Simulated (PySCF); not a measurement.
Job file and geometry (Å, from PBE0-D3(BJ)/def2-SVP) of a spin–spin coupling run on `[GaH2][N]1CCCC1`, C$_{4}$H$_{10}$GaN, B3LYP/pcJ-1 Ga:pcSseg-1 indirect spin-spin coupling, non-relativistic, gas phase in PySCF 2.14.0, density-fitted response routines; density fitting, a coarse starting grid and PySCF grid level 2 are the driver's defaults:

```
{"job": {"kind": "j", "xc": "B3LYP", "basis": "pcJ-1"}, "charge": 0, "multiplicity": 1}
Ga     2.543330     0.323632    -0.070728
N      0.796461    -0.179352    -0.142642
C     -0.163030     0.119957    -1.185621
C     -1.442534     0.538570    -0.435714
C     -1.278232    -0.075504     0.971573
C      0.039372    -0.861602     0.884923
H      3.075337     1.124614    -1.302812
H      3.325004    -0.082003     1.221110
H      0.213880     0.890853    -1.874499
H     -0.370712    -0.785295    -1.792437
H     -2.347137     0.181632    -0.950073
H     -1.516042     1.634488    -0.375551
H     -2.124456    -0.715629     1.262131
H     -1.193521     0.717513     1.729615
H      0.589956    -0.904478     1.836679
H     -0.172253    -1.908191     0.581572
```

**Question.** What does the program print?

**Answer.** 
```
coarse grid: 57976 points
cycle   1  E = -2137.7907177702  dE = -4.112e-02  |g| = 1.107e+00  |ddm| = 3.357e+00
cycle   2  E = -2137.4718386983  dE =  3.189e-01  |g| = 1.670e+00  |ddm| = 1.554e+00
cycle   3  E = -2137.8755962430  dE = -4.038e-01  |g| = 4.234e-01  |ddm| = 1.306e+00
cycle   4  E = -2137.9139570247  dE = -3.836e-02  |g| = 8.242e-02  |ddm| = 3.444e-01
cycle   5  E = -2137.9149029610  dE = -9.459e-04  |g| = 2.122e-02  |ddm| = 8.830e-02
cycle   6  E = -2137.9149932132  dE = -9.025e-05  |g| = 6.273e-03  |ddm| = 2.351e-02
cycle   7  E = -2137.9150009689  dE = -7.756e-06  |g| = 1.162e-03  |ddm| = 4.926e-03
final grid: 122840 points
cycle   8  E = -2137.9150277618  dE =  2.502e-07  |g| = 1.682e-03  |ddm| = 3.172e-03
cycle   9  E = -2137.9150264170  dE =  1.345e-06  |g| = 2.927e-03  |ddm| = 3.836e-03
cycle  10  E = -2137.9150283832  dE = -1.966e-06  |g| = 4.922e-04  |ddm| = 2.528e-03
cycle  11  E = -2137.9150284267  dE = -4.351e-08  |g| = 4.353e-05  |ddm| = 3.068e-04
cycle  12  E = -2137.9150284271  dE = -3.620e-10  |g| = 4.128e-06  |ddm| = 4.800e-05
converged SCF energy = -2137.9150284271

Indirect spin-spin couplings (Hz)
  i      j    bonds     total        FC       PSO       DSO        SD
  1 N    2 C    1     -6.481    -6.336     0.603    -0.148    -0.600
  1 N    3 C    2     -1.216    -1.413     0.175    -0.037     0.059
  1 N    4 C    2     -1.339    -1.563     0.195    -0.038     0.067
  1 N    5 C    1     -6.485    -6.363     0.621    -0.148    -0.594
  1 N    6 H    2    -11.746   -12.327     0.304     0.285    -0.008
  1 N    7 H    2    -11.689   -12.272     0.304     0.288    -0.008
  1 N    8 H    2     -2.338    -2.185    -0.008    -0.091    -0.053
  1 N    9 H    2      0.191     0.381    -0.109    -0.080    -0.001
  1 N   10 H    3     -2.959    -2.913    -0.151     0.107    -0.002
  1 N   11 H    3     -0.143    -0.117    -0.044    -0.010     0.028
  1 N   12 H    3     -3.582    -3.543    -0.151     0.115    -0.003
  1 N   13 H    3     -0.016     0.006    -0.025    -0.032     0.036
  1 N   14 H    2     -2.478    -2.326    -0.007    -0.090    -0.055
  1 N   15 H    2      0.264     0.458    -0.112    -0.079    -0.003
  2 C    3 C    1     34.923    34.980    -0.310     0.253         -
  2 C    4 C    2      0.140     0.234    -0.139     0.045         -
  2 C    5 C    2      4.548     4.762    -0.268     0.054         -
  2 C    6 H    3      0.352     0.413    -0.052    -0.009         -
  2 C    7 H    3      5.049     5.528     0.237    -0.716         -
  2 C    8 H    1    145.171   143.722     0.347     1.102         -
  2 C    9 H    1    140.780   139.305     0.384     1.091         -
  2 C   10 H    2     -1.107    -1.119     0.044    -0.032         -
  2 C   11 H    2     -3.158    -3.151    -0.005    -0.002         -
  2 C   12 H    3      3.104     3.109     0.279    -0.284         -
  2 C   13 H    3      1.046     1.010     0.282    -0.246         -
  2 C   14 H    3     11.003    10.981     0.490    -0.468         -
  2 C   15 H    3      0.975     0.967    -0.047     0.055         -
  3 C    4 C    1     37.977    37.778    -0.030     0.229         -
  3 C    5 C    2      0.233     0.333    -0.145     0.046         -
  3 C    6 H    4     -0.387    -0.295     0.122    -0.213         -
  3 C    7 H    4      0.544     0.739     0.191    -0.386         -
  3 C    8 H    2     -1.403    -1.437     0.102    -0.069         -
  3 C    9 H    2     -0.778    -0.734    -0.019    -0.025         -
  3 C   10 H    1    135.988   134.220     0.904     0.864         -
  3 C   11 H    1    137.448   135.668     0.888     0.892         -
  3 C   12 H    2     -1.252    -1.278     0.149    -0.122         -
  3 C   13 H    2     -3.702    -3.718     0.083    -0.067         -
  3 C   14 H    3      7.945     7.923     0.405    -0.383         -
  3 C   15 H    3      1.555     1.526     0.131    -0.102         -
  4 C    5 C    1     34.884    35.045    -0.415     0.254         -
  4 C    6 H    4      0.450     0.647     0.188    -0.385         -
  4 C    7 H    4     -0.376    -0.284     0.119    -0.210         -
  4 C    8 H    3      7.062     7.043     0.386    -0.366         -
  4 C    9 H    3      0.993     0.963     0.173    -0.144         -
  4 C   10 H    2     -1.629    -1.652     0.138    -0.115         -
  4 C   11 H    2     -3.595    -3.615     0.093    -0.073         -
  4 C   12 H    1    136.411   134.650     0.895     0.865         -
  4 C   13 H    1    137.041   135.260     0.876     0.905         -
  4 C   14 H    2     -1.313    -1.334     0.093    -0.071         -
  4 C   15 H    2     -0.720    -0.673    -0.021    -0.026         -
  5 C    6 H    3      5.091     5.572     0.236    -0.717         -
  5 C    7 H    3      0.386     0.449    -0.053    -0.011         -
  5 C    8 H    3     10.632    10.610     0.487    -0.465         -
  5 C    9 H    3      0.746     0.739    -0.031     0.038         -
  5 C   10 H    3      1.962     1.972     0.235    -0.245         -
  5 C   11 H    3      1.979     1.945     0.320    -0.286         -
  5 C   12 H    2     -0.685    -0.702     0.058    -0.041         -
  5 C   13 H    2     -3.693    -3.678    -0.026     0.011         -
  5 C   14 H    1    145.325   143.874     0.344     1.107         -
  5 C   15 H    1    140.106   138.625     0.383     1.098         -
  6 H    7 H    2     64.015    69.130     1.429    -6.545         -
  6 H    8 H    4      0.359    -0.319    -1.045     1.723         -
  6 H    9 H    4     -0.934    -0.745     0.422    -0.612         -
  6 H   10 H    5     -0.285    -0.054     0.772    -1.002         -
  6 H   13 H    5     -0.793    -0.040     0.521    -1.275         -
  6 H   14 H    4     -1.275     0.843     0.907    -3.025         -
  6 H   15 H    4     -1.529    -0.329     0.970    -2.170         -
  7 H    8 H    4     -1.296     0.810     0.904    -3.011         -
  7 H    9 H    4     -1.648    -0.433     0.961    -2.176         -
  7 H   11 H    5     -0.767    -0.031     0.574    -1.310         -
  7 H   12 H    5     -0.287    -0.070     0.755    -0.972         -
  7 H   14 H    4      0.377    -0.305    -1.052     1.735         -
  7 H   15 H    4     -0.955    -0.749     0.454    -0.659         -
  8 H    9 H    2    -12.338   -12.796     1.939    -1.481         -
  8 H   10 H    3      1.374     1.308     1.256    -1.190         -
  8 H   11 H    3     10.137     9.940    -0.365     0.562         -
  8 H   12 H    4     -0.533    -0.563     1.876    -1.846         -
  8 H   14 H    4      1.060     1.123     1.944    -2.007         -
  8 H   15 H    4     -0.799    -0.825     1.792    -1.766         -
  9 H   10 H    3      9.595     9.490    -0.496     0.601         -
  9 H   11 H    3     11.049    11.016     2.258    -2.224         -
  9 H   12 H    4     -0.354    -0.354     0.652    -0.652         -
  9 H   13 H    4     -0.385    -0.405     1.931    -1.911         -
  9 H   14 H    4     -0.781    -0.804     1.774    -1.751         -
  9 H   15 H    4     -0.792    -0.979    -1.076     1.263         -
 10 H   11 H    2    -13.506   -13.743     2.243    -2.007         -
 10 H   12 H    3     11.616    11.603    -0.351     0.364         -
 10 H   13 H    3      6.284     6.317     1.953    -1.985         -
 10 H   14 H    4     -0.587    -0.615     1.851    -1.823         -
 10 H   15 H    4     -0.275    -0.284     0.408    -0.399         -
 11 H   12 H    3      4.371     4.412     1.785    -1.826         -
 11 H   13 H    3     14.753    14.658    -0.641     0.736         -
 11 H   15 H    4     -0.428    -0.449     1.918    -1.898         -
 12 H   13 H    2    -13.272   -13.515     2.246    -2.004         -
 12 H   14 H    3      0.864     0.791     1.128    -1.055         -
 12 H   15 H    3      8.256     8.160    -0.372     0.468         -
 13 H   14 H    3      9.420     9.217    -0.317     0.520         -
 13 H   15 H    3     12.050    12.011     2.354    -2.315         -
 14 H   15 H    2    -12.174   -12.631     1.937    -1.480         -
```

Size and cost of the density-fitted run: 276 basis functions, 2.3 min wall time on 1 thread of an Arm Neoverse N1, shared host.
